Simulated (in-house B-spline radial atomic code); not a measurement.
**The arsenic ion As²⁺: [Ar] 3d10 4s1 4p1 5f1 (an excited or competing configuration)**

Computed with a B-spline radial code for spherical atoms: non-relativistic CAM-B3LYP, spin-polarised, spherical fractional occupations, exact exchange averaged over the configuration, point nucleus.

Z_r = [3n² - l(l+1)]/(2<r>); Z_e = n√(-2ε); the last column is Slater's effective charge. Values are occupation-weighted means over spin.

| shell | electrons | ε (eV) | <r> (bohr) | Z_r | Z_e | Slater |
| --- | --- | --- | --- | --- | --- | --- |
| 1s | 2 | -11621 | 0.04638 | 32.34 | 29.23 | 32.70 |
| 2s | 2 | -1498.3 | 0.2066 | 29.05 | 20.99 | 28.85 |
| 2p | 6 | -1342.9 | 0.1788 | 27.97 | 19.87 | 28.85 |
| 3s | 2 | -224.91 | 0.6084 | 22.19 | 12.20 | 21.75 |
| 3p | 6 | -172.06 | 0.621 | 20.13 | 10.67 | 21.75 |
| 3d | 10 | -79.137 | 0.667 | 15.74 | 7.24 | 11.85 |
| 4s | 1 | -45.294 | 1.765 | 13.60 | 7.30 | 7.35 |
| 4p | 1 | -34.038 | 2.003 | 11.48 | 6.33 | 7.35 |
| 5f | 1 | -4.9545 | 9.631 | 3.27 | 3.02 | 3.00 |

The least bound orbital is 5f up at -4.954 eV, and it is also the most diffuse (<r> = 9.631 bohr).
